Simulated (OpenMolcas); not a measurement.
## Nd²⁺: effect of the basis set

| Quantity | Value |
| --- | --- |
| Program | OpenMolcas |
| Method | CASSCF |
| Active space | 4 electrons in 7 orbitals (4f) |
| State averaging | 2S+1 = 5 even, 35 roots; 2S+1 = 3 even, 210 roots (159 in the spin-orbit step); 2S+1 = 1 even, 196 roots (105 in the spin-orbit step) |
| Spin-orbit coupling | state interaction with AMFI integrals over the reference wave functions, term energies averaged over their components |

A. ANO-R1 [7s5p3d2f], X2C, finite nucleus; cost of the order of 2.7 core-minutes
B. ANO-RCC-VDZP [7s6p4d2f1g], DKH2, point nucleus; cost about 2.2 core-minutes
C. ANO-R2 [8s7p4d3f1g], X2C, finite nucleus; cost about 110 core-seconds
D. ANO-RCC-VTZP [8s7p5d3f2g1h], DKH2, point nucleus; cost roughly 2.5 core-minutes
E. ANO-R3 [9s8p5d5f3g1h], X2C, finite nucleus; cost of the order of 11 core-minutes
F. ANO-RCC-VQZP [9s8p6d4f3g2h], DKH2, point nucleus; cost about 7 core-minutes

Energies in cm-1 above 4f4 5I4, the measured ground level; measured values from Ding et al., The Spectrum and Energy Levels of the Low-lying Configurations of Nd III (preprint, 2023).

| Level | A | B | C | D | E | F | Measured |
| --- | --- | --- | --- | --- | --- | --- | --- |
| 4f4 5I4 | 0.0 | 0.0 | 0.0 | 0.0 | 0.0 | 0.0 | 0.0 |
| 4f4 5I5 | 1184 | 1183 | 1196 | 1195 | 1196 | 1196 | 1138 |
| 4f4 5I6 | 2513 | 2513 | 2539 | 2536 | 2538 | 2538 | 2388 |
| 4f4 5I7 | 3953 | 3954 | 3993 | 3989 | 3992 | 3992 | 3715 |
| 4f4 5I8 | 5474 | 5477 | 5528 | 5522 | 5526 | 5527 | 5093 |
| 4f4 5F1 | 14440 | 14493 | 14470 | 14454 | 14481 | 14476 |  |
| 4f4 5F2 | 14853 | 14907 | 14887 | 14871 | 14897 | 14892 | 10774 |
| 4f4 5F3 | 15533 | 15587 | 15574 | 15557 | 15584 | 15579 | 11425 |
| 4f4 5S2 | 16135 | 16189 | 16181 | 16163 | 16191 | 16186 |  |
| 4f4 5F4 | 16358 | 16413 | 16406 | 16388 | 16416 | 16411 | 12181 |
| 4f4 3K6(1) | 17384 | 17457 | 17470 | 17447 | 17483 | 17475 | 14064 |
| 4f4 5F5 | 17415 | 17470 | 17474 | 17455 | 17484 | 17479 | 13210 |
| 4f4 3K7(1) | 18564 | 18638 | 18656 | 18632 | 18670 | 18661 | 15154 |
| 4f4 3K8(1) | 19955 | 20031 | 20058 | 20033 | 20073 | 20063 | 16459 |
| 4f4 3H4(1) [66 %] | 20261 | 20351 | 20312 | 20287 | 20326 | 20320 |  |
| 4f4 5G2 | 21498 | 21582 | 21532 | 21508 | 21549 | 21541 |  |
| 4f4 5G3 [62 %] | 21547 | 21634 | 21589 | 21564 | 21605 | 21598 | 15350 |
| 4f4 3H5(1) [67 %] | 22114 | 22203 | 22185 | 22158 | 22200 | 22192 | 16622 |
| 4f4 5G4 [74 %] | 23072 | 23156 | 23132 | 23106 | 23149 | 23140 | 16831 |
| 4f4 3G3(1) [63 %] | 23753 | 23844 | 23820 | 23793 | 23837 | 23828 |  |
| 4f4 3L7 | 24234 | 24328 | 24312 | 24284 | 24330 | 24320 |  |
| 4f4 5G5 | 24534 | 24618 | 24609 | 24581 | 24625 | 24617 | 18313 |
| 4f4 3H6(1) [70 %] | 24577 | 24665 | 24667 | 24638 | 24685 | 24674 |  |
| 4f4 3D2 [65 %] | 25099 | 25203 | 25156 | 25126 | 25172 | 25165 |  |

Deviations, from unrounded energies. A percentage is the sum of absolute deviations over the sum of measured energies, with the sign that they share, or ± where signs differ.

| Against measurement | Levels | A | B | C | D | E | F |
| --- | --- | --- | --- | --- | --- | --- | --- |
| mean absolute deviation (cm-1) | 15 | 3400 | 3500 | 3500 | 3500 | 3500 | 3500 |
| fine structure of the ground term (%) | 4 | +6.4 | +6.4 | +7.5 | +7.4 | +7.5 | +7.5 |
| other terms of the ground configuration (%) | 11 | +31.8 | +32.3 | +32.2 | +32.1 | +32.3 | +32.2 |

A, B, C, D, E, F lie about equally close to measurement. The largest miss of A in the table is 4f4 5G4 [74 %], by +6200 cm-1. The ranking rests on the paired levels alone, and a cruder setting can come out closer through cancelling errors.

Among A to F the level of the table that moves most is 4f4 3K8(1), by 120 cm-1 (lowest in A, highest in E).

High states are left out of the spin-orbit mixing, which shifts the levels that they would mix with. Without dynamic correlation excited terms often stand tens of per cent too high (terms of higher spin than the ground term too low), and those without a measured partner can miss by more than the paired ones. Some levels mix across a computed gap that differs much from the measured one, so their mixing is not that of the real levels. Computed and measured levels are paired by configuration, term and J; levels that our copy of the source lacks, or whose pairing is in doubt (as where it misses far off the trend of its configuration), stay unpaired and out of the deviations. Levels of configurations outside the active space are missing. The table leaves out levels that lie high or whose names do not pair safely across all columns.

A share in square brackets marks a mixed level and gives the weight of the term that names it, the lowest over the columns. A number in round brackets counts repeated terms of one configuration in the order of the reference energies.
